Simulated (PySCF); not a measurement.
**Tl²⁺: ionisation energy**

Tl²⁺ [Xe] 4f14 5d10 6s1 (2S) → Tl³⁺ [Xe] 4f14 5d10 (1S), as a difference of total energies. Computed with PySCF 2.14 in def2-QZVPPD with the def2 core potential (60 electrons) (8s6p5d4f1g, 88 functions), with a scalar-relativistic core potential. Correlated levels: valence and next inner shell: nothing frozen outside the core potential. The calculations carry no spin-orbit coupling.

```
                                method  ionisation energy (eV)  error (eV)
                                   UHF                  28.160      -1.692
                                   LDA                  30.766      +0.914
                                   PBE                  30.310      +0.458
                                  PBE0                  29.961      +0.109
                                r2SCAN                  30.125      +0.273
                               r2SCANh                  30.039      +0.187
                                 M06-L                  29.376      -0.476
                                  PW91                  30.408      +0.556
                                 TPSSh                  29.904      +0.052
    MP2 (valence and next inner shell)                  29.906      +0.054
SCS-MP2 (valence and next inner shell)                  29.646      -0.206
```

Reference: 29.852 eV (measured; NIST Atomic Spectra Database, ionization energies).

Errors of the correlated levels include the incompleteness of this basis.
